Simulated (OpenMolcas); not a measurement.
# Pd2+ in a ligand field

Pd2+ with 6 ligands (ammonia) in tetragonal octahedral coordination (Ci) at 2.28 Å, the axial distance 2.166 Å. Ligand basis ANO-RCC-VDZP.

| Quantity | Value |
| --- | --- |
| Program | OpenMolcas |
| Method | SS-CASPT2, IPEA 0.25 Eh, imaginary shift 0.1 Eh (closed shells correlated: 4s 4p and the ligand valence shells) |
| Basis | ANO-RCC-VDZP [6s5p3d1f] |
| Scalar Hamiltonian | DKH2, point nucleus |
| Active space | 8 electrons in 5 orbitals (4d) |
| State averaging | 2S+1 = 3 even, 10 roots; 2S+1 = 1 even, 15 roots |
| Spin-orbit coupling | state interaction with AMFI integrals over the reference wave functions |

The lowest spin-free states, above the lowest:

```
   State  Degeneracy  E (cm-1)
2S+1 = 3           1         0
2S+1 = 1           1      7310
2S+1 = 1           1      8360
2S+1 = 1           1     19380
2S+1 = 3           1     20430
2S+1 = 3           1     21890
2S+1 = 3           1     21900
2S+1 = 3           1     28680
2S+1 = 3           1     28680
2S+1 = 1           1     29970
2S+1 = 1           1     30470
2S+1 = 1           1     30580
2S+1 = 3           1     31160
2S+1 = 1           1     34720
2S+1 = 1           1     34770
2S+1 = 1           1     37370
2S+1 = 3           1     46930
2S+1 = 3           1     46970
2S+1 = 3           1     47060
2S+1 = 1           1     57270
```

The lowest levels with spin-orbit coupling:

```
E (cm-1)  Degeneracy  2S+1
       0           1     3
       0           1     3
       4           1     3
    7210           1     1
    8250           1     1
   19240           1     1
   20110           1     3
   20290           1     3
   20300           1     3
   21920           1     3
   21940           1     3
   21980           1     3
   22210           1     3
   22210           1     3
   22430           1     3
   28230           1     3
   28400           1     3
   28870           1     3
   28880           1     3
   29720           1     3
```

Powder χT (cm3 K/mol): 1 at 2 K, 1.2 at 10 K, 1.22 at 50 K, 1.22 at 100 K, 1.23 at 200 K, 1.24 at 300 K. The effective moment at 300 K is 2.828 √(χT) = 3.14 μB.

The lowest level has 2S+1 = 3, for which the spin-only value is χT = S(S+1) / 2 = 1.000 cm3 K/mol (g = 2). The computed 1.235 at 300 K differs by +0.235, through orbital momentum, spin-orbit coupling and any other state in reach.

Over all roots computed the reference weight is 0.67 to 0.69; a low but even weight reflects the number of correlated electrons. Real 4d8 and 5d8 ions are as a rule square planar and diamagnetic. This shell can be high or low spin here, a state of another spin lies low, and with metal d orbitals alone active their balance is uncertain, so the ground spin may be wrong. The least metal-like active orbital is 81 % on the metal (Löwdin) and no ligand orbital is active, so the numbers are rough. Ligand-to-metal charge-transfer states are missing. With no ligand orbital active B as a rule stays too high, so bands that hang on it stand too high and its fall with covalency is understated. With one d shell and no ligand orbital active, 10Dq can be off by a tenth or more. No measured value stands beside these numbers; the geometry was imposed, not optimised, and the real ion may take another.
